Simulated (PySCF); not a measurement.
**Working out the ionisation energy of Ni²⁺**

Ni²⁺ [Ar] 3d8 (3F) → Ni³⁺ [Ar] 3d7 (4F). Calculation: PySCF 2.14, in x2c-SVPall; the spin-free X2C one-electron Hamiltonian (Gaussian nucleus). Frozen: [Ar]. Energies in hartree (1 hartree = 27.21139 eV):

| part | Ni²⁺ (lower) | Ni³⁺ (upper) |
| --- | --- | --- |
| UHF | -1517.980151 | -1516.771264 |
| MP2 opposite-spin | -0.090692 | -0.047969 |
| MP2 same-spin | -0.058830 | -0.039550 |

Problem. What does Hartree-Fock give?

Solution. (-1516.771264) − (-1517.980151) = 1.208887 hartree = 32.895 eV.

Problem. What do MP2 and SCS-MP2 (6/5 opposite-spin, 1/3 same-spin) give?

Solution. The opposite-spin parts differ by 1.163 eV and the same-spin parts by 0.525 eV. MP2: 32.895 + (1.163) + (0.525) = 34.583 eV. SCS-MP2: 32.895 + 1.2 × (1.163) + (0.525)/3 = 34.466 eV.

Reference: 35.187 ± 0.019 eV (measured; NIST Atomic Spectra Database, ionization energies), between the lowest levels; spin-orbit coupling is absent from the calculation.

A double-zeta basis recovers only part of the correlation energy.

What remains against the reference includes basis incompleteness, the frozen core and correlation beyond second order.
